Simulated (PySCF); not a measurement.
## PrP at PBE0

Level: PBE0. PySCF, spin-free X2C with a Gaussian nucleus, basis sets Pr x2c-SVPall, P x2c-SVPall.

```
state                                                    : quintet, about 2.9 electrons in the 4f shell (Mulliken), real f orbitals that mix terms, a second solution, started from another occupation
bond length                                              : 2.439 Å
harmonic wavenumber                                      : 388 cm⁻¹
force constant                                           : 2.25 mdyn/Å
rotational constant Be                                   : 0.1116 cm⁻¹
anharmonicity ωexe                                       : 0.761 cm⁻¹
vibration–rotation constant αe                           : 0.000312 cm⁻¹
energy of the minimum from ground-state Pr (4f3 6s2) + P : -2.09 eV
bond order (Mayer)                                       : 2.42
dipole moment (positive dipole means Pr(−)P(+))          : -7.60 D
```

These are scalar-relativistic numbers at best; spin–orbit coupling would shift them, the dissociation energy most.
